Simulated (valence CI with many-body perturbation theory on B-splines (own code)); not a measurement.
Results of a calculation; reference values are marked as such.
**A CI+MBPT run for Pb50+**

The program does CI of the valence electrons with many-body perturbation theory for a frozen closed Dirac-Fock core.

Command, and the settings that its task file holds:

```sh
python run_cv.py task.json out
```

```
atom Pb  Z=82  mass_number=208  rms_radius_fm=5.5012
core [Ar] 3d10
valence 4s4
avg = 1
basis = S
breit = 1
cap = 10000
capref = 1200
cscale = 1
de = 0.0
dress = 0
eps = 2e-08
extrap = 1
h = 0.27
hh = 1
l2 = 3
lcore = 6
maxit = 60
n2 = 5
natural = 1
nlev = 20
nno = [3, 3, 3, 2, 1]
nroot = 26
nsp = [3, 3, 2, 1, 0]
pt2 = 1
qed = 1
rpa = 1
s1 = 1
s2 = 1
s3 = 1
screen = 1
tol = 2e-05
whole = 1
```

Task: What became of the run, and why?

Result: It gave no result: a shell was given more electrons than it holds. The program said: "a valence shell holds more than 4l+2 electrons".
